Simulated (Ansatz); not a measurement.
```yaml
crystal:
  periodic: [false, false, false]
  atoms:
    - {symbol: C, position_ang: [3.591548, 0.605658, 1.272025]}
    - {symbol: Zn, position_ang: [1.949930, -0.418035, 1.273878]}
    - {symbol: S, position_ang: [0.116848, -1.573711, 1.284754]}
    - {symbol: Si, position_ang: [-0.983109, -0.419146, -0.150938]}
    - {symbol: C, position_ang: [-0.128601, -0.448811, -1.818147]}
    - {symbol: C, position_ang: [-2.667714, -1.217431, -0.277571]}
    - {symbol: C, position_ang: [-1.153107, 1.358262, 0.418378]}
    - {symbol: H, position_ang: [3.592560, 1.321949, 0.447317]}
    - {symbol: H, position_ang: [3.703215, 1.159187, 2.206605]}
    - {symbol: H, position_ang: [4.455911, -0.051311, 1.154670]}
    - {symbol: H, position_ang: [0.026811, -1.475848, -2.155971]}
    - {symbol: H, position_ang: [-0.729650, 0.072396, -2.569682]}
    - {symbol: H, position_ang: [0.848327, 0.041766, -1.777796]}
    - {symbol: H, position_ang: [-3.292667, -0.684241, -1.000010]}
    - {symbol: H, position_ang: [-2.582109, -2.256991, -0.602040]}
    - {symbol: H, position_ang: [-3.177150, -1.206361, 0.688655]}
    - {symbol: H, position_ang: [-0.182441, 1.860724, 0.466849]}
    - {symbol: H, position_ang: [-1.604773, 1.405972, 1.411767]}
    - {symbol: H, position_ang: [-1.783850, 1.925972, -0.272735]}
basis:
  gaussian: {orbitals: def2-mTZVPP}
hamiltonian: {xc: {name: HF}}
correlation: {method: mp2, frozen_orbitals: {C: 9}}
output: {forces: true}
```

```sh
$ ansatz run in.yaml --threads 2 --pin off --events-out ev --progress --plain --max-ram 22528MiB --backend cpu
```

It prints (some lines left out):

```
Functional definition: HF
  name "HF"
  cite "Fock, Z. Phys. 61, 126 (1930) doi:10.1007/BF01340294"
  parent pbe
  exchange = exact_x
  correlation = 0
Error: "frozen_orbitals" has no count for Zn
```

(1) Something in this input is off. What?

Results:

(1) Frozen orbitals are typed for one element alone, and the program wants a count for each. The input was rejected before any iteration.
